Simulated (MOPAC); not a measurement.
MOPAC input (PM6):

```
PM6 1SCF UHF MS=0.5 GEO-OK AUX(PRECISION=9) THREADS=1
C2H3O

C    -0.76620700 1    0.74042900 1    0.67423100 1
C     0.14821200 1    0.33594800 1   -0.16934900 1
O     0.52424200 1   -0.95057400 1   -0.42524200 1
H    -1.20617500 1    1.65582300 1    1.02155800 1
H     0.72267400 1    1.03371600 1   -0.77663800 1
H    -0.00245800 1   -1.54321000 1    0.12772700 1
```

Output:

```
 *******************************************************************************
 **                                                                           **
 **                              MOPAC v23.2.5                                **
 **                                                                           **
 *******************************************************************************
 ** MOPAC's Digital Object Identifier: https://doi.org/10.5281/zenodo.6511958 **
 **                                                                           **
 ** Please cite the open-source release paper for use of this MOPAC version:  **
 ** J. E. Moussa and J. J. P. Stewart (2026)                                  **
 ** MOPAC: An open-source semiempirical molecular orbital program             **
 ** J. Open Source Softw., 11(119), 8025, https://doi.org/10.21105/joss.08025 **
 *******************************************************************************

                              PM6 CALCULATION RESULTS

 *******************************************************************************
 *  PM6        - The PM6 Hamiltonian to be used
 *  GEO-OK     - OVERRIDE INTERATOMIC DISTANCE AND OTHER SAFETY CHECKS
 *  UHF        - UNRESTRICTED HARTREE-FOCK CALCULATION
 *  MS=        - IN MECI, MAGNETIC COMPONENT OF SPIN =  0.5
 *  1SCF       - DO 1 SCF AND THEN STOP
 *  AUX        - OUTPUT AUXILIARY INFORMATION
 *******************************************************************************
PM6 1SCF UHF MS=0.5 GEO-OK AUX(PRECISION=9) THREADS=1
 C2H3O

   ATOM   CHEMICAL          X               Y               Z
  NUMBER   SYMBOL      (ANGSTROMS)     (ANGSTROMS)     (ANGSTROMS)

     1       C         -0.76620700  *   0.74042900  *   0.67423100  *
     2       C          0.14821200  *   0.33594800  *  -0.16934900  *
     3       O          0.52424200  *  -0.95057400  *  -0.42524200  *
     4       H         -1.20617500  *   1.65582300  *   1.02155800  *
     5       H          0.72267400  *   1.03371600  *  -0.77663800  *
     6       H         -0.00245800  *  -1.54321000  *   0.12772700  *

          CARTESIAN COORDINATES

    NO.       ATOM           X           Y           Z

     1         C         -0.7662      0.7404      0.6742
     2         C          0.1482      0.3359     -0.1693
     3         O          0.5242     -0.9506     -0.4252
     4         H         -1.2062      1.6558      1.0216
     5         H          0.7227      1.0337     -0.7766
     6         H         -0.0025     -1.5432      0.1277

 General Reference for PM6:
 "Optimization of Parameters for Semiempirical Methods V: Modification of NDDO Approximations
 and Application to 70 Elements", J. J. P. Stewart, J. Mol. Mod., 13, 1173-1213 (2007)
 URL: https://link.springer.com/article/10.1007/s00894-007-0233-4

           Empirical Formula: C2 H3 O  =     6 atoms

      MOLECULAR POINT GROUP   :   Cs

          UHF CALCULATION, NO. OF ALPHA ELECTRONS =    9
                           NO. OF BETA  ELECTRONS =    8

 -------------------------------------------------------------------------------
 PM6 1SCF UHF MS=0.5 GEO-OK AUX(PRECISION=9) THREADS=1
 C2H3O

     1SCF WAS SPECIFIED, SO BFGS WAS NOT USED
     SCF FIELD WAS ACHIEVED

                              PM6 CALCULATION
                                                       MOPAC v23.2.5 Linux

          FINAL HEAT OF FORMATION =         19.30944 KCAL/MOL =      80.79069 KJ/MOL

          COSMO AREA              =         80.40 SQUARE ANGSTROMS
          COSMO VOLUME            =         62.03 CUBIC ANGSTROMS

          IONIZATION POTENTIAL    =          9.669601 EV
          ALPHA SOMO LUMO (EV)    =        -10.144  0.965
          BETA  SOMO LUMO (EV)    =         -9.670 -0.024
          NO. OF ALPHA ELECTRONS  =          9
          NO. OF BETA  ELECTRONS  =          8
          MOLECULAR WEIGHT        =         43.0451         POINT GROUP:  Cs

          MOLECULAR DIMENSIONS (Angstroms)

            Atom       Atom       Distance
            H     6    H     4     3.53294
            H     5    H     4     2.12930
            C     2    O     3     0.00000

          SCF CALCULATIONS        =          1

   ATOM   CHEMICAL          X               Y               Z
  NUMBER   SYMBOL      (ANGSTROMS)     (ANGSTROMS)     (ANGSTROMS)

     1       C         -0.76620700  *   0.74042900  *   0.67423100  *
     2       C          0.14821200  *   0.33594800  *  -0.16934900  *
     3       O          0.52424200  *  -0.95057400  *  -0.42524200  *
     4       H         -1.20617500  *   1.65582300  *   1.02155800  *
     5       H          0.72267400  *   1.03371600  *  -0.77663800  *
     6       H         -0.00245800  *  -1.54321000  *   0.12772700  *

                             CARTESIAN COORDINATES

   1    C       -0.766207000     0.740429000     0.674231000
   2    C        0.148212000     0.335948000    -0.169349000
   3    O        0.524242000    -0.950574000    -0.425242000
   4    H       -1.206175000     1.655823000     1.021558000
   5    H        0.722674000     1.033716000    -0.776638000
   6    H       -0.002458000    -1.543210000     0.127727000

           Empirical Formula: C2 H3 O  =     6 atoms

      MOLECULAR POINT GROUP   :   Cs

          ALPHA EIGENVALUES
 -31.24928 -26.37135 -21.43944 -17.33189 -16.39752 -13.96290 -13.55874 -10.47464
 -10.14374   0.96463   2.59889   4.68342   5.11083   5.58794   5.83781

           BETA EIGENVALUES
 -31.26080 -26.21268 -21.20176 -17.08216 -16.02785 -14.20181 -13.41665  -9.66960
  -0.02423   1.25874   2.72177   4.80016   5.28111   5.67680   6.14078

              NET ATOMIC CHARGES AND DIPOLE CONTRIBUTIONS

  ATOM NO.   TYPE          CHARGE      No. of ELECS.   s-Pop       p-Pop
    1          C          -0.314319        4.3143     1.22001     3.09431
    2          C           0.068183        3.9318     1.09070     2.84112
    3          O          -0.432065        6.4321     1.80433     4.62773
    4          H           0.186009        0.8140     0.81399
    5          H           0.177549        0.8225     0.82245
    6          H           0.314642        0.6854     0.68536
 DIPOLE           X         Y         Z       TOTAL
 POINT-CHG.    -0.348     0.994     0.253     1.083
 HYBRID        -0.058    -0.344     0.084     0.359
 SUM           -0.406     0.649     0.336     0.836

          ATOMIC ORBITAL ELECTRON POPULATIONS

     Atom    s        px        py        pz
    1  C   1.22001   1.04530   1.00406   1.04495
    2  C   1.09070   0.99402   0.84296   1.00414
    3  O   1.80433   1.67217   1.26597   1.68960
    4  H   0.81399
    5  H   0.82245
    6  H   0.68536

                    (SZ)    =    0.500000
                    (S**2)  =    0.851858

          ATOMIC ORBITAL SPIN POPULATIONS

    Atom   Total    s     px     py     pz
         Atomic
    1  C  1.3030  0.099  0.312  0.536  0.356
    2  C -0.3223 -0.017 -0.134 -0.027 -0.145
    3  O -0.0160  0.001 -0.016  0.019 -0.020
    4  H -0.0235 -0.023
    5  H  0.0564  0.056
    6  H  0.0024  0.002

 **********************
 *                    *
 * JOB ENDED NORMALLY *
 *                    *
 **********************

 == MOPAC DONE ==
```

The geometry given is a B3LYP-D3(BJ)/def2-TZVP minimum.

The determinant is spin-contaminated: <S^2> is 0.85 against 0.75 for a pure state.
